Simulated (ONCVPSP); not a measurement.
**u(r) = r·R(r): atom against pseudo-atom (Ru)**

Columns: radius, all-electron u(r) and pseudo u(r) of the 4p shell (level -46.82 eV) of ruthenium in the configuration [Ar] 3d10 4s2 4p6 4d7 5s0.75 5p0.25; PBEsol, scalar-relativistic, ONCV scheme, ONCVPSP 4.0.1.

```json
{"r (bohr)": "0.108", "all-electron": "0.2721", "pseudo": "0.0341"}
{"r (bohr)": "0.215", "all-electron": "-0.3886", "pseudo": "0.1299"}
{"r (bohr)": "0.322", "all-electron": "-0.5542", "pseudo": "0.2736"}
{"r (bohr)": "0.430", "all-electron": "-0.2431", "pseudo": "0.4464"}
{"r (bohr)": "0.538", "all-electron": "0.2094", "pseudo": "0.6238"}
{"r (bohr)": "0.645", "all-electron": "0.6019", "pseudo": "0.7823"}
{"r (bohr)": "0.752", "all-electron": "0.8728", "pseudo": "0.9066"}
{"r (bohr)": "0.860", "all-electron": "1.0224", "pseudo": "0.9872"}
{"r (bohr)": "0.968", "all-electron": "1.0714", "pseudo": "1.0195"}
{"r (bohr)": "1.075", "all-electron": "1.0506", "pseudo": "1.0074"}
{"r (bohr)": "1.182", "all-electron": "0.9865", "pseudo": "0.9595"}
{"r (bohr)": "1.290", "all-electron": "0.8982", "pseudo": "0.8853"}
{"r (bohr)": "1.398", "all-electron": "0.8001", "pseudo": "0.7962"}
{"r (bohr)": "1.505", "all-electron": "0.7022", "pseudo": "0.7025"}
{"r (bohr)": "1.612", "all-electron": "0.6089", "pseudo": "0.6104"}
{"r (bohr)": "1.720", "all-electron": "0.5225", "pseudo": "0.5237"}
{"r (bohr)": "1.828", "all-electron": "0.4451", "pseudo": "0.4457"}
{"r (bohr)": "1.935", "all-electron": "0.3776", "pseudo": "0.3777"}
{"r (bohr)": "2.042", "all-electron": "0.3189", "pseudo": "0.3188"}
{"r (bohr)": "2.150", "all-electron": "0.2678", "pseudo": "0.2678"}
{"r (bohr)": "2.258", "all-electron": "0.2243", "pseudo": "0.2243"}
{"r (bohr)": "2.365", "all-electron": "0.1877", "pseudo": "0.1876"}
{"r (bohr)": "2.472", "all-electron": "0.1567", "pseudo": "0.1567"}
{"r (bohr)": "2.580", "all-electron": "0.1304", "pseudo": "0.1304"}
{"r (bohr)": "2.688", "all-electron": "0.1083", "pseudo": "0.1083"}
{"r (bohr)": "2.795", "all-electron": "0.0900", "pseudo": "0.0900"}
```

Task: How many radial nodes do the two functions have?

Result: The all-electron 4p function has n − l − 1 = 2; the pseudo-wave has 0, since the states of the same l below it are removed with the core.

Task: At about which radius was the pseudo-wave matched?

Result: 2.15 bohr. The columns agree to 0.0005 from 1.94 bohr on; several derivatives are matched, so the curves merge somewhat inside the radius.

Task: Is the pseudo-wave norm-conserving?

Result: Yes: the ONCV scheme keeps the norm inside the radius equal to the all-electron one, which fixes the energy derivative of the logarithmic derivative at the level.
